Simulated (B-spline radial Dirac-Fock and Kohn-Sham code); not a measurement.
Kohn-Sham estimates against Dirac-Fock for the levels of Ir⁷²⁺

System: iridium as Ir⁷²⁺, 1s2 2s2 2p1.

The density-functional columns are spherical, spin-unpolarised Dirac-Kohn-Sham results without Breit or QED terms: −ε is minus the orbital energy of the initial state and ΔSCF the difference of two total energies. The reference in the last column comes from Dirac-Fock energy differences between relaxed states, corrected for Breit and QED terms. All numbers are from a radial atomic solver, in eV; a selection of levels is shown. For the 1s level of heavy atoms much of the gap between ΔSCF and the reference is the Breit and QED part, -347.9 eV here; for other levels the error of the functional can be larger.

| level | LDA −ε | LDA ΔSCF | Dirac-Fock |
| --- | --- | --- | --- |
| K | 84628.7 | 85291.4 | 84927.0 |
| L1 | 20758.8 | 20920.9 | 20863.6 |
| L2,3 | 19297.5 | 19481.2 | 19473.8 |

Values without a named source are computed, but for edge energies of neutral atoms, which are taken from tables.
